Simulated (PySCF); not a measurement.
C₂H₆Se, SMILES [Se](C)C. Geometry: PBE-D3(BJ)/def2-SVP.

Computed equilibrium geometry at PBE-D3(BJ)/def2-SVP (PySCF confirms it by a frequency run) as Cartesian coordinates in Å, and its point group:
point group C2v.
```xyz
9

C      1.4637     0.0000     0.8255
Se     0.0000     0.0000    -0.4777
C     -1.4637     0.0000     0.8255
H      1.4253    -0.9075     1.4588
H      2.4092     0.0000     0.2506
H      1.4253     0.9075     1.4588
H     -1.4253    -0.9075     1.4588
H     -2.4092     0.0000     0.2506
H     -1.4253     0.9075     1.4588
```
